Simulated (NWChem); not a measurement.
Molecule: C$_{3}$H$_{7}$O, doublet; SMILES CC([O])C

```xyz
11

C     -0.6317     0.0839     1.2915
C      0.1315    -0.2773     0.0000
C     -0.6317     0.0839    -1.2915
O      1.4293     0.1038     0.0000
H     -0.7840     1.1820     1.3339
H     -1.6260    -0.4042     1.3295
H     -0.0436    -0.2178     2.1792
H      0.2347    -1.4116     0.0000
H     -0.7840     1.1820    -1.3339
H     -1.6260    -0.4042    -1.3295
H     -0.0436    -0.2178    -2.1792
```
Atoms are numbered in this order, from 1.

Computed with NWChem. Spin-unrestricted. In the optimisation the excess spin sits in a' (Cs, its own frame). Geometry: optimised at PBE-D3(BJ)/def2-SVP, spin-unrestricted. No stability test was run on the SCF state. Vzz is the largest principal value of the second derivative of the potential at the nucleus (NWChem prints the opposite sign); η is the asymmetry. Non-relativistic.

Question: Predict the results for PBE/def2-SVP. Quantities: Vzz O4 (a.u.); η O4.

Answer: 
```yaml
Vzz O4 (a.u.): -2.277
"η O4": 0.46
```
